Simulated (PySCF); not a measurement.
# One molecule, several mistakes: FH2Si anion

These are calculations, not measurements. The program is PySCF 2.14.0, an open-source quantum chemistry code, run on an isolated molecule that a program drew, which may never have been made. The molecule is FH2Si anion (charge -1, singlet), drawn as the SMILES string `F[SiH2-]`.

Each row is a Hartree-Fock (HF) and frozen-core CCSD(T) single point in the aug-cc-pV(D+d)Z basis, meant for a local HF minimum. Run 1 is clean. Each other run has one planted mistake out of seven kinds, and not every kind appears here: one electron removed, one electron added, multiplicity raised by two, geometry at a saddle point, minimal basis STO-3G, one bond length entered in bohr, all coordinates scaled. The reference is restricted for singlets and unrestricted otherwise, and also for a bond in bohr. Adding or removing an electron swaps singlet and doublet. Electrons count all cores. HOMO and LUMO are orbital energies over both spins, the gradient is its largest component, and the lowest frequency (negative if imaginary) is given only where the gradient is small. Bond lengths are over the 3 bonds as drawn. T1 is the CCSD diagnostic: over 0.02 (restricted) or 0.045 (unrestricted) a single reference is doubtful.

Geometry of the clean run:
```xyz
4
FH2Si anion, angstrom
F    -3.3789   -2.2974    0.1809
Si   -2.1639   -1.3939    0.9647
H    -1.9420   -2.3342    2.1709
H    -0.9519   -1.9292    0.1692
```

```
run,electrons,basis functions,<S^2>,HOMO (eV),LUMO (eV),gradient (hartree/bohr),lowest frequency (cm^-1),mean bond (Å),longest bond (Å),T1,HF (hartree),CCSD(T) (hartree),mistake
1,26,73,0.000,-1.99,4.55,8.9e-06,677,1.5986,1.705,0.0148,-389.57750,-389.93738,no fault
2,26,73,2.005,0.98,3.52,7.5e-02,-,1.5986,1.705,0.0526,-389.50516,-389.83926,multiplicity raised by two
3,26,73,0.199,-4.99,3.73,1.1e-02,-,2.1042,3.222,0.0571,-389.47808,-389.84545,one bond length entered in bohr
4,25,73,0.755,-11.04,-0.28,8.7e-02,-,1.5986,1.705,0.0179,-389.54218,-389.87042,one electron removed
5,26,73,0.000,-2.47,4.50,3.8e-02,-,1.7201,1.835,0.0163,-389.56619,-389.93128,?
```

**Which mistake was planted in run 5, and what did it cost?**

The mean and the longest bond both change by the same factor, 1.076, and the gradient is no longer small. So the mistake is: all coordinates scaled. Subtracting run 1 and multiplying by 627.51 kcal/mol a hartree, the energy moved by 7.1 kcal/mol in HF and 3.8 kcal/mol in CCSD(T).

Cautions from the logs. Run 2: T1 is over the limit, so its CCSD(T) energy is less reliable and the HOMO is above zero, so the electron isn't bound and the energy depends on the basis; run 3: T1 is over the limit, so its CCSD(T) energy is less reliable.
